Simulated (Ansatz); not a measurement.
C4H9Cl3Sn, triplet, at the geometry of the source list (a higher spin typed on purpose: for a closed-shell molecule this is an excited state) (all electrons, no relativity); PBE/STO-3G in Ansatz (an electronic-structure program).

Input for Ansatz:
Ansatz 0.2 input:
```yaml
crystal:
  periodic: [false, false, false]
  atoms:
    - {symbol: C, position_ang: [-2.55570000, 0.21460000, 0.05930000]}
    - {symbol: C, position_ang: [-1.07930000, 0.34140000, -0.29060000]}
    - {symbol: C, position_ang: [-0.31020000, -0.93140000, 0.04990000]}
    - {symbol: C, position_ang: [1.08890000, -0.96070000, -0.48800000]}
    - {symbol: Sn, position_ang: [2.46520000, 0.66390000, 0.34860000]}
    - {symbol: Cl, position_ang: [2.88530000, 2.37870000, -1.19710000]}
    - {symbol: Cl, position_ang: [1.72010000, 1.73630000, 2.30180000]}
    - {symbol: Cl, position_ang: [4.57080000, -0.20270000, 0.90680000]}
    - {symbol: H, position_ang: [-3.03530000, -0.54530000, -0.55730000]}
    - {symbol: H, position_ang: [-3.06480000, 1.16040000, -0.09950000]}
    - {symbol: H, position_ang: [-2.67630000, -0.06830000, 1.10360000]}
    - {symbol: H, position_ang: [-0.64780000, 1.17620000, 0.26630000]}
    - {symbol: H, position_ang: [-0.97110000, 0.56080000, -1.35220000]}
    - {symbol: H, position_ang: [-0.30980000, -1.08030000, 1.13240000]}
    - {symbol: H, position_ang: [-0.83350000, -1.78830000, -0.39220000]}
    - {symbol: H, position_ang: [1.62230000, -1.87260000, -0.23250000]}
    - {symbol: H, position_ang: [1.13130000, -0.78260000, -1.55940000]}
basis:
  gaussian:
    orbitals: STO-3G
hamiltonian:
  xc: pbe
magnetization: {spin_polarized: true, initial_magnetization: 2}
```

What the program printed (banner, timings and long lists left out):

```
Functional definition: PBE
1066 factors; integrals over basis functions are off by at most 5.6e-5 eV
mean field evaluation 1: about -203684.7600 eV, gradient 1.7e1 eV
mean field evaluation 2: about -203671.3236 eV, gradient 4.2e1 eV
mean field evaluation 4: about -203684.3853 eV, gradient 1.6e1 eV
mean field evaluation 8: about -203689.1668 eV, gradient 1.0e0 eV
mean field evaluation 16: about -203689.0612 eV, gradient 9.1e-4 eV
mean field evaluation 32: about -203685.9026 eV, gradient 5.8e0 eV
mean field evaluation 64: about -203688.7924 eV, gradient 4.2e0 eV
mean field -203689.06123864 eV, -7485.4349351157 hartree, gradient 2.1e-5 eV, S^2 2.001575; 8 other end points of the search recorded, 0 dependent functions left out
reference -203689.06127188 eV, -7485.4349363370 hartree; 68, 66 occupied and 15, 17 virtual orbitals, 1066 factors
Total energy: -203689.06127188 eV, -7485.4349363370 hartree
```
